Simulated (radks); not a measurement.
Valence configurations of neutral bismuth. Method: scalar-relativistic Kohn-Sham, SCAN, spin-polarised, spherical densities, finite nucleus; open shells are filled with parallel spins first (spin-orbit coupling, left out, can overturn this in heavy ions); meta-GGA in the generalised Kohn-Sham scheme; Fermi nuclear charge, rms radius 5.5211 fm; computed with a radial shooting solver on a logarithmic mesh with Libxc functionals. Energies are relative to [Hg] 6p3; eigenvalues in eV for spin up.

valence,E (eV),moment (Bohr magnetons),e(4f),e(5d),e(6p),e(6s)
[Hg] 6p3,0.000,3,-153.88,-27.456,-5.562,-15.613
[Xe] 4f14 5d10 6p5,22.714,1,-157.64,-30.945,-6.427,-
[Xe] 4f13.5 5d10 6s2 6p3.5,77.527,3,-164.40,-30.727,-6.025,-16.668
[Xe] 4f14 5d9 6s2 6p4,25.223,3,-160.40,-32.503,-6.453,-17.545
[Xe] 4f13.5 5d10 6p5.5,100.93,1,-168.01,-34.055,-6.762,-
[Xe] 4f14 5d10 6s1 6p4,10.371,3,-155.78,-29.287,-6.396,-16.971
[Xe] 4f14 5d8 6s2 6p5,53.036,3,-166.81,-37.389,-7.246,-19.311
[Xe] 4f13 5d10 6s2 6p4,159.40,3,-175.06,-34.038,-6.471,-17.707
[Xe] 4f12 5d10 6s2 6p5,336.87,3,-196.78,-40.743,-7.304,-19.689

NIST lists [Hg] 6p3 as the ground configuration; this level of theory agrees among the configurations tried. The energies are those of spherical high-spin densities, not of single terms.
